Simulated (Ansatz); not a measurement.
```xyz
3

N    -0.0095    0.4184   -0.3381
H     0.0353    1.3201    0.2001
O     0.0447   -0.5382    0.2870
```

Basis set: cc-pVDZ (spherical functions). Left uncorrelated: 2 orbitals. Charge 0, multiplicity 1.

Computed with Ansatz (development build ahead of 0.2.0); each method stands on the lowest determinant of its kind that the runs found. Restricted open shells among the atoms or ions are ROHF, correlated in semicanonical orbitals with singles.

The atomization energy at this shape (free ground-state atoms in the same class of orbitals less the molecule, no zero-point energy) of singlet HNO:

```
method  atomization energy
   RHF             3.34 eV
```

(1) What does RHF-MP2 give?

## Answers

(1) 7.64 eV. Caution: the shape is not the minimum.
